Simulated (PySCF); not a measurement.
TDDFT excited states: C5H8FN

Species: C₅H₈FN.
Structure used (PBE0-D3(BJ)/def2-SVP), in Å, numbered top down from 1:
```
atom  x, y, z in Å
C1    -2.0049    0.6540   -0.0319
C2    -0.5286    0.6942   -0.3928
C3     0.0711   -0.6953   -0.5570
C4     1.5477   -0.6895   -0.9148
F5     1.9917   -1.9732   -1.0973
C6     2.3619   -0.0434    0.1287
N7     2.9801    0.4724    0.9586
H8    -2.1681    0.1219    0.9184
H9    -2.4155    1.6681    0.0798
H10   -2.5948    0.1378   -0.8057
H11   -0.3898    1.2659   -1.3271
H12    0.0278    1.2438    0.3852
H13   -0.0530   -1.2840    0.3666
H14   -0.4444   -1.2479   -1.3593
H15    1.7126   -0.1337   -1.8557
```

Level of theory: TDDFT CAM-B3LYP/def2-SVPD, vertical, gas phase, core orbitals frozen in the response in PySCF.

```
state  E (eV)  E (kJ/mol)  λ (nm)       f  |μ| (D)    main configurations (H = HOMO, L = LUMO)
   S1    7.22         697   171.7  0.0002     0.09                      H→L (57%), H→L+1 (13%)
   S2    7.86         758   157.8  0.0024     0.29       H-3→L (27%), H→L+1 (11%), H→L+3 (11%)
   S3    8.12         783   152.7  0.0004     0.11  H-3→L+3 (19%), H-3→L+1 (16%), H-3→L+5 (9%)
   S4    8.66         836   143.1   0.013     0.64                    H-4→L (45%), H-5→L (19%)
   S5    8.98         866   138.1   0.014     0.64          H→L (27%), H-5→L (24%), H-3→L (9%)
   S6    9.11         879   136.1  0.0053     0.39                  H-1→L+1 (60%), H-1→L (12%)
```

The lowest singlet comes at 172 nm (697 kJ/mol) in the vacuum ultraviolet; it is dark (f under 0.0005); its leading configuration is HOMO→LUMO (57%). The largest oscillator strength of a single state is 0.014. Löwdin shares by element: HOMO carbon 43% or more, nitrogen 29% (atoms not listed hold the other 27%); LUMO carbon 42% or more, nitrogen 22%, fluorine 12% (atoms not listed hold the other 24%). The oscillator strengths of these states sum to 0.036; summed over the whole spectrum of an exact calculation they would give the number of electrons, 54 (Thomas–Reiche–Kuhn). Of the 6 states listed, 2 reach f = 0.01 and 2 stay under 0.0005. Orbital energies (eV): HOMO-3 -11.69, HOMO-2 -11.63, HOMO-1 -11.28, HOMO -11.06, LUMO 0.76, LUMO+1 1.02, LUMO+2 1.57. The window holds the lowest 6 singlets.

The run took about 50 s of CPU time (one thread, shared machine).

One conformer stands for the species.
